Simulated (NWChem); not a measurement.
System: BeSi2H6O; SMILES [SiH3][Be][O][SiH3]

Here is an NWChem input.

```
start job
memory heap 200 mb stack 900 mb global 1100 mb
geometry units angstroms noautoz
  Be    -0.350746     0.292025     0.430405
  Si    -1.551001     1.277097     1.943902
  H     -1.909761     0.348133     3.064860
  H     -2.839338     1.804931     1.386746
  H     -0.834235     2.442273     2.557915
  O      0.435976    -0.354781    -0.555569
  Si     1.356967    -1.117606    -1.700593
  H      0.486186    -1.969378    -2.563350
  H      2.379234    -1.977712    -1.035225
  H      2.048050    -0.103830    -2.550737
end
basis spherical
  * library def2-svp
end
dft
  xc r2scan
  iterations 150
  mulliken
end
task dft gradient
```

NWChem printed, in part:

```
             Northwest Computational Chemistry Package (NWChem) 7.3.0
             --------------------------------------------------------

 C1  symmetry detected

                             Geometry "geometry" -> ""
                             -------------------------

 Output coordinates in angstroms (scale by  1.889725989 to convert to a.u.)

  No.       Tag          Charge          X              Y              Z
 ---- ---------------- ---------- -------------- -------------- --------------
    1 Be                   4.0000    -0.00665672    -0.57725237    -0.00048236
    2 Si                  14.0000     0.00144450    -2.74556652    -0.00001695
    3 H                    1.0000     1.29326800    -3.29984556    -0.52174148
    4 H                    1.0000    -1.09250373    -3.31388509    -0.85391100
    5 H                    1.0000    -0.18734898    -3.30714358     1.37744042
    6 O                    8.0000    -0.00711498     0.84029257     0.00011738
    7 Si                  14.0000     0.00241394     2.49592403    -0.00001788
    8 H                    1.0000    -0.23385515     3.00190206    -1.38431838
    9 H                    1.0000     1.32351074     2.99315044     0.48474585
   10 H                    1.0000    -1.07354237     3.00748544     0.89926253

 Effective nuclear repulsion energy (a.u.)     158.1523056227

                                 NWChem DFT Module
                                 -----------------

 Summary of "ao basis" -> "ao basis" (spherical)
 ------------------------------------------------------------------------------
       Tag                 Description            Shells   Functions and Types
 ---------------- ------------------------------  ------  ---------------------
 Be                         def2-svp                 5        9   3s2p
 Si                         def2-svp                 8       18   4s3p1d
 H                          def2-svp                 3        5   2s1p
 O                          def2-svp                 6       14   3s2p1d

            General Information
            -------------------
          SCF calculation type: DFT
          Wavefunction type:  closed shell.
          No. of atoms     :    10
          No. of electrons :    46
           Alpha electrons :    23
            Beta electrons :    23
          Charge           :     0
          Spin multiplicity:     1
          Use of symmetry is: off; symmetry adaption is: off
          Maximum number of iterations: 150
          AO basis - number of functions:    89
                     number of shells:    45
          Convergence on energy requested:  1.00D-06
          Convergence on density requested:  1.00D-05
          Convergence on gradient requested:  5.00D-04

              XC Information
              --------------
                      r^2SCAN Method XC Functional
               r^2SCAN metaGGA Exchange Functional  1.000
                     r^2SCAN Correlation Potential  1.000

             Grid Information
             ----------------
          Grid used for XC integration:  medium
          Radial quadrature: Mura-Knowles
          Angular quadrature: Lebedev.
          Tag              B.-S. Rad. Rad. Pts. Rad. Cut. Ang. Pts.
          ---              ---------- --------- --------- ---------
          Be                  1.05       49          11.0       434
          Si                  1.10       88          13.0       590
          H                   0.35       45          15.0       434
          O                   0.60       49          11.0       434
          Grid pruning is: on
          Number of quadrature shells:   544
          Spatial weights used:  Erf1

      Superposition of Atomic Density Guess
      -------------------------------------

 Sum of atomic energies:        -669.71764346

      Non-variational initial energy
      ------------------------------

 Total energy =    -670.799366
 1-e energy   =   -1240.126430
 2-e energy   =     411.174758
 HOMO         =      -0.363429
 LUMO         =       0.006410

     ---------------------------------------------
      Total Density - Mulliken Population Analysis
     ---------------------------------------------

    Atom       Charge   Shell Charges
 -----------   ------   -------------------------------------------------------
    1 Be   4     3.37   1.99  0.66  0.17  0.51  0.04
    2 Si  14    13.82   2.00  1.99  1.02  0.26  5.94  1.14  1.39  0.08
    3 H    1     1.06   0.69  0.36  0.01
    4 H    1     1.06   0.69  0.36  0.01
    5 H    1     1.06   0.69  0.36  0.01
    6 O    8     9.12   1.99  1.12  0.64  3.22  2.14  0.00
    7 Si  14    13.22   2.00  1.99  0.96  0.24  5.94  1.02  0.88  0.19
    8 H    1     1.10   0.70  0.39  0.01
    9 H    1     1.10   0.70  0.39  0.01
   10 H    1     1.10   0.70  0.39  0.01

   convergence    iter        energy       DeltaE   RMS-Dens  Diis-err
 ---------------- ----- ----------------- --------- --------- ---------
 d= 0,ls=0.0,diis     1   -672.1814374924 -8.30D+02  1.78D-02  7.50D-01
 d= 0,ls=0.0,diis     2   -671.7809537682  4.00D-01  1.17D-02  4.53D+00
 d= 0,ls=0.0,diis     3   -672.2792947913 -4.98D-01  2.00D-03  2.00D-02
 d= 0,ls=0.0,diis     4   -672.2815239996 -2.23D-03  7.84D-04  3.81D-03
 d= 0,ls=0.0,diis     5   -672.2821522699 -6.28D-04  8.24D-05  2.91D-05
  Resetting Diis
 d= 0,ls=0.0,diis     6   -672.2821569529 -4.68D-06  1.74D-05  1.27D-06
 d= 0,ls=0.0,diis     7   -672.2821572294 -2.76D-07  8.44D-06  1.19D-07

         Total DFT energy =     -672.282157229404
      One electron energy =    -1243.546353408137
           Coulomb energy =      468.551547510093
    Exchange-Corr. energy =      -55.439656954103
 Nuclear repulsion energy =      158.152305622744

 Numeric. integr. density =       46.000035470716

                       DFT Final Molecular Orbital Analysis
                       ------------------------------------

 Vector   21  Occ=2.000000D+00  E=-2.923056D-01
              MO Center= -2.2D-01,  1.8D+00,  1.9D-01, r^2= 3.5D+00
   Bfn.  Coefficient  Atom+Function         Bfn.  Coefficient  Atom+Function
  ----- ------------  ---------------      ----- ------------  ---------------
    46      0.308340   6 O  px               85      0.306228  10 H  s
    48     -0.266257   6 O  pz               49      0.240571   6 O  px
    86      0.217583  10 H  s                51     -0.207740   6 O  pz
    75     -0.157901   8 H  s                80     -0.148621   9 H  s
    64     -0.141996   7 Si px               66      0.122616   7 Si pz

 Vector   22  Occ=2.000000D+00  E=-2.922999D-01
              MO Center=  2.2D-01,  1.8D+00, -1.9D-01, r^2= 3.5D+00
   Bfn.  Coefficient  Atom+Function         Bfn.  Coefficient  Atom+Function
  ----- ------------  ---------------      ----- ------------  ---------------
    48      0.308374   6 O  pz               80     -0.268020   9 H  s
    46      0.266321   6 O  px               75      0.262527   8 H  s
    51      0.240596   6 O  pz               49      0.207784   6 O  px
    81     -0.190545   9 H  s                76      0.186517   8 H  s
    66     -0.141973   7 Si pz               64     -0.122617   7 Si px

 Vector   23  Occ=2.000000D+00  E=-2.644571D-01
              MO Center= -1.4D-03, -2.1D+00, -2.4D-04, r^2= 2.3D+00
   Bfn.  Coefficient  Atom+Function         Bfn.  Coefficient  Atom+Function
  ----- ------------  ---------------      ----- ------------  ---------------
     5      0.321176   1 Be py               21      0.309003   2 Si py
    18      0.305317   2 Si py                2      0.277715   1 Be s
    15     -0.177010   2 Si py                1     -0.154225   1 Be s
    13      0.127615   2 Si s                28     -0.127570   3 H  s
    33     -0.126636   4 H  s                38     -0.127087   5 H  s

 Vector   24  Occ=0.000000D+00  E=-3.686966D-02
              MO Center=  9.3D-03, -1.2D+00, -6.9D-03, r^2= 4.3D+00
   Bfn.  Coefficient  Atom+Function         Bfn.  Coefficient  Atom+Function
  ----- ------------  ---------------      ----- ------------  ---------------
    34      0.496165   4 H  s                22      0.416588   2 Si pz
    39     -0.360456   5 H  s                 6     -0.355636   1 Be pz
     9      0.327552   1 Be pz               20      0.319243   2 Si px
     4     -0.272787   1 Be px                7      0.251276   1 Be px
    69     -0.169478   7 Si pz               33      0.165108   4 H  s

 Vector   25  Occ=0.000000D+00  E=-3.675530D-02
              MO Center= -2.0D-02, -1.2D+00,  5.5D-03, r^2= 4.3D+00
   Bfn.  Coefficient  Atom+Function         Bfn.  Coefficient  Atom+Function
  ----- ------------  ---------------      ----- ------------  ---------------
    29      0.494943   3 H  s                20     -0.416346   2 Si px
    39     -0.365137   5 H  s                 4      0.355824   1 Be px
     7     -0.327976   1 Be px               22      0.319268   2 Si pz
     6     -0.272826   1 Be pz                9      0.251502   1 Be pz
    86      0.173998  10 H  s                67      0.169620   7 Si px

 Vector   26  Occ=0.000000D+00  E=-9.235079D-03
              MO Center=  4.1D-04,  7.8D-01,  3.7D-05, r^2= 7.4D+00
   Bfn.  Coefficient  Atom+Function         Bfn.  Coefficient  Atom+Function
  ----- ------------  ---------------      ----- ------------  ---------------
     3      1.098393   1 Be s                13     -0.904303   2 Si s
    68     -0.708911   7 Si py               45     -0.534904   6 O  s
    21     -0.361466   2 Si py                8     -0.331285   1 Be py
    12     -0.257320   2 Si s                44     -0.187204   6 O  s
    65     -0.184824   7 Si py               76      0.172198   8 H  s

     ---------------------------------------------
      Total Density - Mulliken Population Analysis
     ---------------------------------------------

    Atom       Charge   Shell Charges
 -----------   ------   -------------------------------------------------------
    1 Be   4     3.47   1.99  0.50  0.03  0.87  0.09
    2 Si  14    14.00   2.00  1.98  1.03  0.29  5.93  1.31  1.36  0.10
    3 H    1     1.06   0.73  0.32  0.01
    4 H    1     1.06   0.73  0.32  0.01
    5 H    1     1.06   0.73  0.32  0.01
    6 O    8     8.68   1.99  1.07  0.67  2.91  2.04  0.00
    7 Si  14    13.35   2.00  1.98  1.00  0.12  5.93  1.24  0.80  0.27
    8 H    1     1.11   0.75  0.35  0.01
    9 H    1     1.11   0.75  0.35  0.01
   10 H    1     1.11   0.75  0.35  0.01

     -------------------------------------------
      Total Density - Lowdin Population Analysis
     -------------------------------------------

    Atom       Charge   Shell Charges
 -----------   ------   -------------------------------------------------------
    1 Be   4     3.80   1.96  0.46  0.20  0.83  0.35
    2 Si  14    13.81   2.00  1.94  0.67  0.37  5.82  1.34  1.51  0.16
    3 H    1     1.07   0.63  0.41  0.03
    4 H    1     1.07   0.63  0.41  0.03
    5 H    1     1.07   0.63  0.41  0.03
    6 O    8     8.40   1.97  0.90  0.60  2.77  2.15  0.00
    7 Si  14    13.47   2.00  1.93  0.63  0.33  5.82  1.25  1.08  0.43
    8 H    1     1.11   0.65  0.43  0.02
    9 H    1     1.11   0.65  0.43  0.02
   10 H    1     1.11   0.65  0.43  0.02

     Multipole analysis of the density
     ---------------------------------

     L   x y z        total         alpha         beta         nuclear
     -   - - -        -----         -----         ----         -------
     0   0 0 0      0.000000    -23.000000    -23.000000     46.000000

     1   1 0 0     -0.001665     -0.000832     -0.000832      0.000000
     1   0 1 0      0.444427      0.222213      0.222213      0.000000
     1   0 0 1     -0.000733     -0.000367     -0.000367      0.000000

     2   2 0 0    -30.776157    -25.852656    -25.852656     20.929156
     2   1 1 0      0.018377      0.009905      0.009905     -0.001434
     2   1 0 1      0.000018      0.000023      0.000023     -0.000027
     2   0 2 0    -34.471509   -480.677365   -480.677365    926.883220
     2   0 1 1      0.002423      0.005115      0.005115     -0.007807
     2   0 0 2    -30.776410    -25.849121    -25.849121     20.921831

            General Information
            -------------------
          SCF calculation type: DFT
          Wavefunction type:  closed shell.
          No. of atoms     :    10
          No. of electrons :    46
           Alpha electrons :    23
            Beta electrons :    23
          Charge           :     0
          Spin multiplicity:     1
          Use of symmetry is: off; symmetry adaption is: off
          Maximum number of iterations: 150
          AO basis - number of functions:    89
                     number of shells:    45
          Convergence on energy requested:  1.00D-06
          Convergence on density requested:  1.00D-05
          Convergence on gradient requested:  5.00D-04

              XC Information
              --------------
                      r^2SCAN Method XC Functional
               r^2SCAN metaGGA Exchange Functional  1.000
                     r^2SCAN Correlation Potential  1.000

             Grid Information
             ----------------
          Grid used for XC integration:  medium
          Radial quadrature: Mura-Knowles
          Angular quadrature: Lebedev.
          Tag              B.-S. Rad. Rad. Pts. Rad. Cut. Ang. Pts.
          ---              ---------- --------- --------- ---------
          Be                  1.05       49          11.0       434
          Si                  1.10       88          13.0       590
          H                   0.35       45          15.0       434
          O                   0.60       49          11.0       434
          Grid pruning is: on
          Number of quadrature shells:   544
          Spatial weights used:  Erf1

          Convergence Information
          -----------------------
          Convergence aids based upon iterative change in
          total energy or number of iterations.
          Levelshifting, if invoked, occurs when the
          HOMO/LUMO gap drops below (HL_TOL):  1.00D-02
          DIIS, if invoked, will attempt to extrapolate
          using up to (NFOCK): 10 stored Fock matrices.

                    Damping( 0%)  Levelshifting(0.5)       DIIS
                  --------------- ------------------- ---------------
          dE  on:    start            ASAP                start
          dE off:    2 iters        150 iters           150 iters

                            NWChem DFT Gradient Module
                            --------------------------

  charge          =   0.00
  wavefunction    = closed shell

                         DFT ENERGY GRADIENTS

    atom               coordinates                        gradient
                 x          y          z           x          y          z
   1 Be     -0.012579  -1.090849  -0.000912   -0.000008   0.002654  -0.000007
   2 Si      0.002730  -5.188368  -0.000032    0.000022  -0.000298  -0.000004
   3 H       2.443922  -6.235804  -0.985948    0.000168   0.000221  -0.000042
   4 H      -2.064533  -6.262335  -1.613658   -0.000152   0.000127  -0.000095
   5 H      -0.354038  -6.249595   2.602985   -0.000045   0.000150   0.000139
   6 O      -0.013445   1.587923   0.000222    0.000014  -0.002029  -0.000000
   7 Si      0.004562   4.716613  -0.000034    0.000039  -0.000922  -0.000007
   8 H      -0.441922   5.672772  -2.615982   -0.000044   0.000023  -0.000235
   9 H       2.501073   5.656234   0.916037    0.000192   0.000013   0.000080
  10 H      -2.028701   5.683323   1.699360   -0.000188   0.000060   0.000172
```

Level: r2SCAN/def2-SVP. All runs use the structure optimised with PBE0/def2-SVP.
